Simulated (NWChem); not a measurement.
System: GeH4O2; SMILES [OH][GeH2][OH]

```xyz
7

Ge     0.0000     0.0000     0.3006
O     -1.4559    -0.0552    -0.7150
O      1.4559     0.0552    -0.7150
H     -0.0811    -1.2954     1.1189
H      0.0811     1.2954     1.1189
H     -1.5640     0.7373    -1.2520
H      1.5640    -0.7373    -1.2520
```
Atoms are numbered in this order, from 1.

All runs: NWChem. All runs use the structure optimised with PBE0/def2-SVP. GIAO values for the isolated, static molecule; σ is the absolute isotropic shielding.

Q: Order these by “σ O2 (ppm)”, lowest first: Hartree-Fock/pcSseg-2; Hartree-Fock/cc-pVDZ; Hartree-Fock/pcSseg-1.

A: Hartree-Fock/pcSseg-2 (307.2), Hartree-Fock/pcSseg-1 (314.5), Hartree-Fock/cc-pVDZ (323.2)
